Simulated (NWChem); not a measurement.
Molecule: PbH2, singlet; SMILES [PbH2]

```xyz
3

Pb     0.0000     0.0000     0.0687
H      1.3091     0.0000    -1.2433
H     -1.3091     0.0000    -1.2433
```
Atoms are numbered in this order, from 1.

Level: PBE0/def2-SVP with def2 effective core potentials on Pb (NWChem), optimised geometry, unscaled harmonic frequencies. Low-valent species are run as closed-shell singlets; no triplet was tried in these runs. def2 effective core potentials on Pb; no spin-orbit coupling.

```csv
frequency (cm⁻¹),IR intensity (km/mol)
735,48.9
1617,528.1
1625,541.4
```

```json
{
 "zero_point_energy": "5.7 kcal/mol",
 "thermal correction to the enthalpy at 298.15 K (with zero-point energy)": "8.1 kcal/mol",
 "heat capacity Cv": "6.8 cal/(mol K)",
 "entropy at 298.15 K and 1 atm (symmetry number 2)": "56.8 cal/(mol K)"
}
```

Rigid rotor and harmonic oscillator.
